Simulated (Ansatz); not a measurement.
A CCSD(T) single point on C4H12ClNSi, SMILES `CC(C)N(C)[SiH2]Cl`.

```yaml
crystal:
  periodic: [false, false, false]
  atoms:
    - {symbol: C, position_ang: [0.246614, 1.768983, -0.876941]}
    - {symbol: C, position_ang: [0.643496, 0.426477, -0.279666]}
    - {symbol: C, position_ang: [1.044837, -0.568939, -1.361240]}
    - {symbol: N, position_ang: [-0.392254, -0.094695, 0.613674]}
    - {symbol: C, position_ang: [-1.663885, -0.443563, 0.015650]}
    - {symbol: Si, position_ang: [0.032438, -0.700559, 2.140709]}
    - {symbol: Cl, position_ang: [0.785174, -2.639368, 2.130468]}
    - {symbol: H, position_ang: [-0.039990, 2.472420, -0.092907]}
    - {symbol: H, position_ang: [1.083140, 2.194861, -1.435393]}
    - {symbol: H, position_ang: [-0.590125, 1.668323, -1.572673]}
    - {symbol: H, position_ang: [1.522653, 0.598881, 0.352985]}
    - {symbol: H, position_ang: [0.226051, -0.745776, -2.063368]}
    - {symbol: H, position_ang: [1.890310, -0.183935, -1.935925]}
    - {symbol: H, position_ang: [1.333599, -1.526214, -0.922709]}
    - {symbol: H, position_ang: [-1.585910, -1.264495, -0.706840]}
    - {symbol: H, position_ang: [-2.112360, 0.415706, -0.491729]}
    - {symbol: H, position_ang: [-2.360722, -0.758293, 0.795250]}
    - {symbol: H, position_ang: [1.116559, 0.134629, 2.702911]}
    - {symbol: H, position_ang: [-1.179616, -0.754442, 2.987744]}
basis:
  gaussian: {orbitals: def2-TZVPP}
correlation: {method: ccsd_t}
output: {orbitals: {seedname: orbitals}}
```

```sh
$ ansatz run in.yaml --threads 3 --pin off --events-out ev --progress --plain --backend cuda
```

Output of Ansatz, abridged:

```
Functional definition: HF
  name "HF"
  cite "Fock, Z. Phys. 61, 126 (1930) doi:10.1007/BF01340294"
  parent pbe
  exchange = exact_x
  correlation = 0
2358 factors; integrals over basis functions are off by at most 7.9e-4 eV
mean field evaluation 1: about -26158.4601 eV, gradient 4.4e1 eV
mean field evaluation 2: about -26158.8447 eV, gradient 4.4e1 eV
mean field evaluation 4: about -26164.1316 eV, gradient 6.1e0 eV
mean field evaluation 8: about -26164.2414 eV, gradient 3.2e-1 eV
mean field -26164.24181093 eV, -961.5181517916 hartree, gradient 4.1e-6 eV, S^2 0.000000; 0 other end points of the search recorded, 0 dependent functions left out
15 core orbitals not correlated: weight in the atoms' cores, before any rotation towards them, 1.000 or more for the frozen orbitals, at most 0.000 for the correlated occupied ones
reference -26164.24181093 eV, -961.5181517916 hartree; 22, 22 occupied and 370, 370 virtual orbitals, 2358 factors
second order -33.51644967 eV of doubles, -0.00000000 eV of singles
cycle   1  -34.69606710 eV  change    -1.2e0 eV  update   1.2e-1
cycle   2  -35.52032241 eV  change   -8.2e-1 eV  update   3.2e-2
cycle   3  -35.65893618 eV  change   -1.4e-1 eV  update   1.5e-2
cycle   4  -35.64923258 eV  change    9.7e-3 eV  update   3.5e-3
cycle   5  -35.64883574 eV  change    4.0e-4 eV  update   1.9e-3
cycle   6  -35.64929401 eV  change   -4.6e-4 eV  update   6.3e-4
cycle   7  -35.64905543 eV  change    2.4e-4 eV  update   2.6e-4
cycle   8  -35.64905612 eV  change   -6.9e-7 eV  update   7.4e-5
cycle   9  -35.64907095 eV  change   -1.5e-5 eV  update   2.2e-5
perturbative correction -1.44103973 eV, -0.0529572332 hartree
Total energy: -26201.33192160 eV, -962.8811882182 hartree
```

Hardware: 3 threads of an AMD EPYC 7R13 on a shared host and a share of an NVIDIA H100 80 GB. Wall time 12 s, peak host memory 1.8 GiB.

Correlation energy per correlated electron: -0.843 eV. T1 diagnostic: 0.0100.
